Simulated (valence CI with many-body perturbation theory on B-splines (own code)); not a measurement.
## Energy levels of Er⁶²⁺

Method: configuration interaction combined with many-body perturbation theory (CI+MBPT): four valence electrons over a frozen Dirac-Fock core [He], a basis of 11 s, 11 p, 10 d, 8 f, 5 g, 2 h functions for each j, with the one-electron correlation potential Σ1, the two-electron term Σ2, the three-electron term Σ3, Breit, model QED; selected CI, second order for the rest, scaled by the run's own slope (own B-spline code, finite nucleus).

The last digits are not significant, and no measured levels were compared; by estimate large intervals hold to a few tenths of a per cent, small ones and those within an open d or f shell to about a per cent. Among the levels kept, up to 920 cm⁻¹ of a level comes from second order outside the variational space, and about a tenth of that is noise between levels of different J, which matters for small intervals.

Levels 46 to 90 of 211, with energies above the lowest level, (2s^2 2p1/2^2) J=0. "Leading %" is the weight of the configuration and term that name the level; weights of strongly mixed levels are sums over their largest components and can fall short. In the jj column 3d3/2^4 stands for four electrons in 3d with j = 3/2. Lifetimes count E1, E2, E3, M1 and M2 decay at the calculated energies, and are blank where another channel may lead or the interval is too uncertain; long ones can be off by a factor of two.

```csv
No.,Configuration,Term,J,E (× 10³ cm⁻¹),Leading %,Second component,Lifetime,Leading jj
46,2s.2p2.3s,3P,1,78457,66,20 % 2s.2p2.3s 5P,4.90 fs,2s 2p1/2 2p3/2 3s (98 %)
47,2s.2p2.3s,3D,3,78547,62,38 % 2s.2p2.3s 5P,8.91 fs,2s 2p1/2 2p3/2 3s (99 %)
48,2s.2p2.3s,3P,2,78739,38,36 % 2s.2p2.3s 3D,5.03 fs,2s 2p1/2 2p3/2 3s (99 %)
49,2s.2p2.3p,5P°,1,78906,39,31 % 2s.2p2.3p 5D°,8.10 fs,2s 2p1/2 2p3/2 3p1/2 (100 %)
50,2s.2p2.3p,5D°,2,78989,46,19 % 2s.2p2.3p 3D°,4.19 fs,2s 2p1/2 2p3/2 3p1/2 (100 %)
51,2s.2p2.3s,3P,0,79130,98,,4.46 fs,2s 2p1/2 2p3/2 3s (98 %)
52,2s.2p2.3s,1P,1,79138,44,42 % 2s.2p2.3s 3D,4.67 fs,2s 2p1/2 2p3/2 3s (97 %)
53,2s.2p2.3s,3P,1,79183,71,17 % 2s.2p2.3s 3D,10.4 fs,2s 2p1/2 2p3/2 3s (99 %)
54,2s.2p2.3s,1D,2,79206,39,34 % 2s.2p2.3s 3P,9.09 fs,2s 2p1/2 2p3/2 3s (99 %)
55,2s.2p2.3p,3D°,3,79229,33,27 % 2s.2p2.3p 3F°,2.84 fs,2s 2p1/2 2p3/2 3p1/2 (99 %)
56,2s.2p2.3p,3P°,2,79501,43,17 % 2s.2p2.3p 3D°,4.74 fs,2s 2p1/2 2p3/2 3p1/2 (99 %)
57,2s.2p2.3p,3P°,0,79736,49,26 % 2s.2p2.3p 5D°,2.72 fs,2s 2p1/2 2p3/2 3p1/2 (98 %)
58,2s.2p2.3p,3D°,1,79745,59,14 % 2s.2p2.3p 3P°,2.92 fs,2s 2p1/2 2p3/2 3p1/2 (99 %)
59,2s.2p2.3p,3F°,2,79765,45,23 % 2s.2p2.3p 1D°,4.15 fs,2s 2p1/2 2p3/2 3p1/2 (99 %)
60,2s2.2p.3p,3D,3,79851,98,,124 fs,2s^2 2p3/2 3p3/2 (98 %)
61,2s2.2p.3p,1P,1,79858,52,37 % 2s2.2p.3p 3S,65.7 fs,2s^2 2p3/2 3p3/2 (96 %)
62,2s2.2p.3p,3P,2,80079,63,34 % 2s2.2p.3p 1D,98.5 fs,2s^2 2p3/2 3p3/2 (97 %)
63,2s.2p2.3p,3D°,1,80110,29,28 % 2s.2p2.3p 1P°,4.62 fs,2s 2p1/2 2p3/2 3p1/2 (99 %)
64,2s2.2p.3p,1S,0,80277,66,31 % 2s2.2p.3p 3P,86.7 fs,2s^2 2p3/2 3p3/2 (97 %)
65,2s2.2p.3d,3D°,2,80516,48,25 % 2s2.2p.3d 1D°,962 as,2s^2 2p3/2 3d3/2 (97 %)
66,2s2.2p.3d,3F°,3,80578,53,31 % 2s2.2p.3d 1F°,1.02 fs,2s^2 2p3/2 3d3/2 (96 %)
67,2s2.2p.3d,3P°,1,80608,56,37 % 2s2.2p.3d 3D°,796 as,2s^2 2p3/2 3d3/2 (98 %)
68,2s2.2p.3d,3P°,0,80634,98,,1.04 fs,2s^2 2p3/2 3d3/2 (98 %)
69,2s2.2p.3d,3F°,4,81036,96,,6.51 ps,2s^2 2p3/2 3d5/2 (96 %)
70,2s2.2p.3d,3P°,2,81133,44,39 % 2s2.2p.3d 1D°,1.23 fs,2s^2 2p3/2 3d5/2 (96 %)
71,2p3.3s,3P°,2,81141,41,21 % 2p3.3s 5S°,8.02 fs,2p1/2^2 2p3/2 3s (85 %)
72,2p3.3s,1P°,1,81181,21,17 % 2p3.3s 3D°,4.37 fs,2p1/2^2 2p3/2 3s (65 %)
73,2s.2p2.3p,5D°,3,81211,44,26 % 2s.2p2.3p 5P°,3.17 fs,2s 2p1/2 2p3/2 3p3/2 (84 %)
74,2s2.2p.3d,3D°,3,81272,52,30 % 2s2.2p.3d 1F°,653 as,2s^2 2p3/2 3d5/2 (81 %)
75,2s.2p2.3p,3P°,1,81329,15,14 % 2s.2p2.3p 3D°,2.26 fs,2s 2p1/2 2p3/2 3p3/2 (61 %)
76,2s2.2p.3d,1P°,1,81363,49,20 % 2s2.2p.3d 3P°,994 as,2s^2 2p3/2 3d5/2 (78 %)
77,2s.2p2.3p,3D°,2,81428,45,17 % 2s.2p2.3p 5P°,4.15 fs,2s 2p1/2 2p3/2 3p3/2 (95 %)
78,2s.2p2.3p,3P°,0,81520,80,14 % 2s.2p2.3p 5D°,2.49 fs,2s 2p1/2 2p3/2 3p3/2 (99 %)
79,2s.2p2.3p,3F°,4,81538,60,37 % 2s.2p2.3p 5D°,463 fs,2s 2p1/2 2p3/2 3p3/2 (97 %)
80,2s.2p2.3p,3P°,2,81664,48,16 % 2s.2p2.3p 1D°,5.37 fs,2s 2p1/2 2p3/2 3p3/2 (92 %)
81,2s.2p2.3p,3D°,3,81730,52,26 % 2s.2p2.3p 1F°,4.13 fs,2s 2p1/2 2p3/2 3p3/2 (99 %)
82,2s.2p2.3p,1P°,1,81786,35,14 % 2s.2p2.3p 3S°,2.68 fs,2s 2p1/2 2p3/2 3p3/2 (89 %)
83,2p3.3p,3P,1,81787,18,16 % 2p3.3p 5P,1.09 fs,2p1/2^2 2p3/2 3p1/2 (76 %)
84,2s.2p2.3d,5F,2,81787,20,13 % 2p3.3p 3D,1.16 fs,2p1/2^2 2p3/2 3p1/2 (55 %)
85,2s.2p2.3d,5F,2,81856,25,9 % 2p3.3p 3D,3.42 fs,2s 2p1/2 2p3/2 3d3/2 (61 %)
86,2s.2p2.3d,5D,0,81857,83,16 % 2s.2p2.3d 3P,12.5 fs,2s 2p1/2 2p3/2 3d3/2 (100 %)
87,2s.2p2.3d,5D,1,81860,44,17 % 2s.2p2.3d 5F,4.57 fs,2s 2p1/2 2p3/2 3d3/2 (83 %)
88,2s.2p2.3d,5F,3,81905,51,16 % 2s.2p2.3d 3F,3.03 fs,2s 2p1/2 2p3/2 3d3/2 (97 %)
89,2s.2p2.3p,3D°,2,82122,37,25 % 2s.2p2.3p 3P°,4.54 fs,2s 2p1/2 2p3/2 3p3/2 (97 %)
90,2s.2p2.3p,3D°,3,82134,45,35 % 2s.2p2.3p 3F°,5.97 fs,2s 2p1/2 2p3/2 3p3/2 (99 %)
```

Where two levels of one J and parity lie close, their mixing, g and order are uncertain.
